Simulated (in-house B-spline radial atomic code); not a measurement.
## How G0W0 and RPA depend on the start: Sn4+

Configuration [Kr] 4d10. Computed with a B-spline radial code for spherical atoms: all electrons, scalar-relativistic (spin-free one-electron X2C), finite nucleus, each spin shell either full or empty, empty states to l = 9 with an (l + 1/2)⁻⁴ tail; G0W0 by contour deformation at full frequency.

```tsv
start	mean-field 4d (eV)	G0W0 (eV)	QP weight	RPA correlation (Eh)
Hartree-Fock	-77.32	-77.53	0.969	-3.3796
LDA VWN5	-67.89	-77.32	0.945	-3.6559
PBE	-67.66	-77.18	0.945	-3.6504
PBE0	-70.41	-77.26	0.954	-3.5755
r2SCAN	-68.23	-77.09	0.949	-3.6001
HSE06	-69.97	-77.27	0.953	-3.5808
B3LYP (VWN-RPA)	-69.89	-77.35	0.952	-3.5922
SCAN	-68.17	-77.06	0.949	-3.5973
TPSS	-67.65	-77.17	0.946	-3.6354
BHandHLYP	-73.00	-77.44	0.960	-3.5073
CAM-B3LYP	-71.85	-77.49	0.957	-3.5639
LC-wPBE	-72.98	?	?	?
wB97X	-72.71	-77.32	0.961	-3.5502
PBEsol	-67.64	-77.22	0.945	-3.6522
BLYP	-67.50	-77.28	0.943	-3.6525
r2SCAN0	-70.82	-77.20	0.956	-3.5421
LDA exchange-only	-66.06	?	?	?
```

Task: What G0W0 level, weight and RPA correlation energy follow from the LC-wPBE start?

Result: G0W0 level -77.48 eV, weight 0.960, RPA correlation -3.5668 hartree.

Task: What G0W0 level, weight and RPA correlation energy follow from the LDA exchange-only start?

Result: G0W0 level -77.51 eV, weight 0.941, RPA correlation -3.656 hartree.

Task: How much of the dependence on the start does G0W0 remove?

Result: The mean-field levels span 11.3 eV and the G0W0 levels 0.464 eV. Against 77.03 ± 0.04 eV (NIST, measured) the G0W0 removal energies are off by +0.03 to +0.50 eV, with spin-orbit coupling, Breit and QED terms left out.
